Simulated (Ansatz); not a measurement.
The same path of AlClF3H (6 atoms, charge 0, multiplicity 1) was run twice with different band settings. Lost on the way: F5–H6. Made: Cl2–H6.

Computed with RHF/def2-SVP in Ansatz.

Relaxed end points:

```xyz
6
Properties=species:S:1:pos:R:3
Al 0.008 0.000 0.181
Cl -0.004 0.615 2.195
F 1.415 0.109 -0.657
F -1.410 0.024 -0.647
F 0.065 -1.932 0.655
H 0.071 -2.112 1.554
```

```xyz
6
Properties=species:S:1:pos:R:3
Al 0.019 -0.433 -0.240
Cl 0.015 -0.063 2.287
F 1.407 0.334 -0.650
F -1.415 0.250 -0.642
F 0.067 -2.057 0.031
H 0.053 -1.327 2.494
```

Common settings: movable images 5; climbing image yes; optimiser quadratic models (default); start path through a guess of the saddle point; force threshold 0.05 eV/Å; iteration limit 60; end points relaxed.

| run | spring |
| --- | --- |
| 1 | 5.0 eV/Å² |
| 2 | 0.5 eV/Å² |

**Question.** What does each run give, and how far can it be trusted?

**Answer.** Run 1: converged after 8 iterations, highest image 0.766 eV above the first end. A vibrational analysis at the climbing image gives one clearly imaginary mode, 1302i cm⁻¹: a first-order saddle point.
Run 2: converged after 7 iterations, highest image 0.766 eV above the first end. Another band between the same ends (5 images) ends at a top of the same energy, where a vibrational analysis finds 1 clearly imaginary mode.
The orbitals stay closed-shell, which can raise the energy where a bond breaks towards radicals; this wasn't checked here.
